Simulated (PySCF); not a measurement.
Molecule: `InChI=1S/B2H9N3O/c3-2(6)4-1-5-2/h6H,1,3-5H2`.

Cartesian coordinates in Å; atom numbers follow the order of the lines, from 1:
```xyz
15

N     1.8550    0.5138   -0.5155
B     0.8012   -0.2733    0.1399
O     1.3137   -1.2145    1.0595
N    -0.3348   -0.9565   -0.8579
B    -1.4543   -0.1439   -0.0753
N    -0.3792    0.6620    0.7709
H     2.7555    0.0492   -0.5452
H     1.6626    0.9444   -1.4120
H     0.6320   -1.6641    1.5629
H    -0.3741   -1.9703   -0.7887
H    -0.2271   -0.7207   -1.8411
H    -2.1114   -0.8822    0.6414
H    -2.1177    0.5714   -0.8065
H    -0.2495    1.6414    0.5277
H    -0.4466    0.6061    1.7839
```

Geometry PBE0-D3(BJ)/def2-SVP throughout; GIAO in PySCF 2.14.0 with density-fitted response routines, gas phase, one conformer, non-relativistic; equivalent atoms averaged; basis pcSseg-1.

Question: How do the absolute shieldings σ depend on the functional? (a selection of nuclei; ppm; last column core-seconds on shared hosts with different chips, so compare them loosely; the GGAs took longer than the global hybrids here, which isn't the general rule, and the cause wasn't traced)

Answer: 
```csv
functional,kind,N4/N6,N1,B2,B5,O3,H12,H11/H14,H9,H7/H8,core-s
HF,Hartree–Fock,217.7,235.4,113.4,128.2,278.1,29.13,30.08,31.06,31.49,11
LDA,LDA,199.7,222.4,95.3,115.5,249.7,27.95,29.24,30.31,30.68,28
PBE,GGA,197.4,221.7,96.9,116.0,249.8,28.42,29.66,30.93,31.15,37
BLYP,GGA,191.9,218.4,93.8,112.2,246.6,28.67,29.86,31.13,31.34,34
BP86,GGA,197.9,221.2,96.9,116.0,250.5,28.50,29.74,31.02,31.22,32
OPBE,GGA,203.7,226.5,103.0,121.4,257.9,28.47,29.61,30.97,31.20,40
KT2,GGA,199.0,222.8,100.7,118.7,247.6,28.40,29.60,30.93,31.06,18
KT3,GGA,198.2,223.5,101.4,118.4,251.2,28.66,29.72,31.11,31.26,18
B97-D,GGA,197.8,222.1,98.6,116.2,253.3,28.73,29.88,31.15,31.37,18
B3LYP,global hybrid,198.7,222.8,98.1,116.0,255.5,28.72,29.86,31.06,31.33,12
PBE0,global hybrid,205.1,226.9,101.9,120.2,260.3,28.54,29.71,30.92,31.19,13
mPW1PW91,global hybrid,204.4,226.1,101.7,119.9,260.3,28.61,29.77,30.98,31.24,12
WP04,global hybrid,194.1,215.9,94.7,111.1,257.0,29.35,29.95,31.19,31.46,13
B97-2,global hybrid,204.4,226.4,102.4,120.0,260.9,28.70,29.83,31.07,31.31,12
BHandHLYP,global hybrid,206.6,228.1,103.9,120.6,265.4,28.84,29.88,30.99,31.33,13
CAM-B3LYP,range-separated hybrid,203.5,227.2,100.0,118.1,262.2,28.64,29.80,30.91,31.26,16
wB97X-D,range-separated hybrid,206.1,228.2,102.9,120.8,263.9,28.70,29.85,31.03,31.31,17
LC-wPBE,range-separated hybrid,212.5,233.1,104.1,123.1,272.7,28.63,29.80,30.92,31.28,26
```

Question: Which nucleus among those listed moves most, in ppm?

Answer: O3 (oxygen bonded to B, H): from 246.6 ppm with BLYP to 278.1 ppm with HF. The smallest spread is 0.81 ppm, at H7/H8.
